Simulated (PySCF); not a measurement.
Compound: C9H8O.
Numbering: `[CH3:1][C:2]#[C:3][c:4]1[cH:5][cH:6][cH:7][c:8]([OH:9])[cH:10]1` (hydrogens: H11, H12, H13 on C1; H14 on C5; H15 on C6; H16 on C7; H17 on O9; H18 on C10)

Computed with PySCF at CAM-B3LYP/def2-SVPD, non-relativistic, on one gas-phase PBE0-D3(BJ)/def2-SVP geometry that isn't relaxed in the solvent. The solvent is an IEF-PCM continuum (Bondi radii, 1.10 Å for H, scaled by 1.2). Only the electrostatic response of the medium enters.

Gas phase at CAM-B3LYP/def2-SVPD: HOMO -7.57 eV, LUMO 0.15 eV, dipole 1.78 D.

Task: What does the continuum do to the energy, the frontier levels and the dipole at CAM-B3LYP/def2-SVPD in chloroform and dichloromethane?

Result: 
```csv
solvent,ε,E(solvent) − E(gas) (kcal/mol),polarisation term (kcal/mol),distortion of the solute (kcal/mol),HOMO (eV),LUMO (eV),dipole (D)
chloroform,4.711,-5.25,-5.82,0.57,-7.63,0.10,2.17
dichloromethane,8.93,-6.36,-7.20,0.84,-7.66,0.08,2.25
```

The first energy column is the sum of the next two and covers electrostatics alone. From chloroform to dichloromethane the lowering changes by a factor 1.21, Onsager's factor (ε − 1)/(2ε + 1) by 1.18 and ε itself by 1.9.

Task: Which radius a makes the point-dipole formula ΔE = −[(ε − 1)/(2ε + 1)]·μ²/a³ give the value in dichloromethane, with the gas-phase dipole?

Result: μ = 0.700 au and |ΔE| = 0.01013 Eh give a = 1.44 Å; the farthest nucleus lies 4.58 Å from the centroid of the nuclei, so such a sphere wouldn't even hold the nuclei. The formula assumes a rigid point dipole at the centre of a sphere.

Task: How does the static polarisability (CAM-B3LYP/def2-SVPD, frozen core, with the continuum's full static response) change?

Result: 
```
         medium  isotropic (au)  principal values (au)  ⟨r²⟩ of the electrons (bohr²)
            gas           115.7     64.4, 108.7, 174.0                         1936.3
     chloroform           145.2     80.2, 139.4, 216.2                         1934.2
dichloromethane           152.0     84.9, 146.8, 224.5                         1933.7
```

The isotropic value in dichloromethane is 1.31 times the gas-phase one; no cavity-field correction is applied. ⟨r²⟩ is taken about the centre of nuclear charge.

Rough CPU time on one thread of a shared machine: about 1.8 min. This is the whole response run at CAM-B3LYP/def2-SVPD in dichloromethane, SCF included.

The values belong to the conformer `[CH3:1][C:2]#[C:3][c:4]1[cH:5][cH:6][cH:7][c:8]([OH:9])[cH:10]1`: H–O9–C8–C7 180°.
